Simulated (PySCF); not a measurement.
**Electron correlation in P (phosphorus, neutral)**

[Ne] 3s2 3p3, high-spin 4S determinant. Computed with PySCF 2.14 in ANO-RCC-VTZP, with scalar relativity by spin-free X2C-1e. Frozen: 1s2; 13 electrons correlated.

```tsv
level	correlation energy (mhartree)
CCSD	-117.27
(T)	-4.34
CCSD(T)	-121.61
```

Diagnostics: T1 = 0.0027, D1 = 0.0094, largest double amplitude 0.050.

Cost of the coupled-cluster step: of the order of 1.9 core-seconds, for 13 correlated electrons.
